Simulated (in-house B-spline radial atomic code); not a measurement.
Successive ionisation energies of strontium; each step leads to the configuration of the next row (after the last: bare). Dirac energy differences include first-order Breit, QED and recoil terms. NIST's values go from ground level to ground level; the uncertainty of those that are theory runs from under 0.1 % in few-electron ions to several per cent in heavy many-electron ones. Computed with a B-spline radial code for spherical atoms: Dirac-Hartree-Fock, average of the configuration, finite nuclei.

```csv
ion,configuration,ionisation energy (eV),tabulated value (eV),computed minus tabulated (eV),highest orbital,largest mean radius (bohr)
Sr30+,[He] 2s2 2p4,3683.1,3664,19,2p3/2,0.16548
Sr31+,[He] 2s2 2p3,3847.3,3830,17,2p3/2,0.16409
Sr32+,[He] 2s2 2p2,4014.4,4053,-39,2p3/2,0.16272
Sr33+,[He] 2s2 2p1,?,?,?,?,?
Sr34+,[He] 2s2,4457.8,4465,-7,2s1/2,0.16004
Sr35+,[He] 2s1,?,?,?,?,?
Sr36+,1s2,19343.6,19345.59,-2,1s1/2,0.03884
Sr37+,1s1,20025.2,20025.27,0,1s1/2,0.038442
```

(1) Fill in the row of Sr33+.

(2) Fill in the row of Sr35+.

(3) Where is the largest jump?

Where a p, d or f electron is removed, the computed value is a mean over both j, so it misses the tabulated one by a part of the spin-orbit splitting; averaging over terms and missing correlation add to the gap, relatively most at low charge.

## Answers

(1) ionisation energy (eV): 4184.4; tabulated value (eV): 4232; computed minus tabulated (eV): -48; highest orbital: 2p3/2; largest mean radius (bohr): 0.16137.

(2) ionisation energy (eV): 4612.2; tabulated value (eV): 4612.397; computed minus tabulated (eV): 0; highest orbital: 2s1/2; largest mean radius (bohr): 0.1588.

(3) From Sr35+ to Sr36+, by a factor of 4.19 (4612.2 to 19344 eV); the highest orbital goes from 2s1/2 to 1s1/2.
